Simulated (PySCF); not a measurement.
F₂Zn, triplet, at a GFN2-xTB geometry (such geometries of metal compounds can be far from the true shape) (a higher spin typed on purpose: for a closed-shell molecule this is an excited state). Base run: R2SCAN/6-31G** (PySCF).

Here is a job for PySCF.
```python
from pyscf import gto, scf, dft

mol = gto.M(
    atom='''
Zn    0.209950    0.408288    0.426052
F    -0.507225    0.144843   -1.423479
F    -0.192609   -1.505802    0.003305
''',
    basis='6-31g**',
    charge=0,
    spin=2,
    verbose=4,
)

mf = dft.UKS(mol)
mf.xc = 'r2scan'
mf.kernel()
```

Each row names what was changed in the base input (with any setting that the change needs).

| change | ΔE vs base (mEh) | fitting functions | dipole (D) | outcome |
|---|---|---|---|---|
| base | 0.000 | - | 2.51 | converged |
| auxbasis = default (with mf = mf.density_fit()) | -0.174 | 490 | 2.51 | converged |
| auxbasis = def2-tzvp-ri | -9881.7 | 337 | 2.53 | converged |
| auxbasis = even-tempered beta=2.0 | -0.317 | 600 | 2.51 | converged |
| auxbasis = def2-universal-jfit | -0.273 | 187 | 2.51 | converged |
| auxbasis = cc-pvqz-jkfit | - | - | - | input refused |
| auxbasis = even-tempered beta=3.0 | -31.550 | 385 | 2.52 | converged |
| auxbasis = cc-pvdz-jkfit | - | - | - | input refused |
| auxbasis = cc-pvtz-ri | - | - | - | input refused |
| auxbasis = even-tempered beta=1.6 | -0.011 | 888 | 2.51 | converged |

A fitting set is made for a task (jfit for Coulomb, jkfit for Coulomb and exchange, ri for correlation) and for a family of orbital bases.

Open shells are given as the SCF converged; they aren't shown to be the lowest states, and a large step between rows can be another state.

- auxbasis = cc-pvqz-jkfit: ended with `pyscf.lib.exceptions.BasisNotFoundError: Basis set not found for Zn in cc-pvqz-jkfit`
- auxbasis = cc-pvdz-jkfit: ended with `pyscf.lib.exceptions.BasisNotFoundError: Basis set not found for Zn in cc-pvdz-jkfit`
- auxbasis = cc-pvtz-ri: ended with `pyscf.lib.exceptions.BasisNotFoundError: Basis set not found for Zn in cc-pvtz-ri`
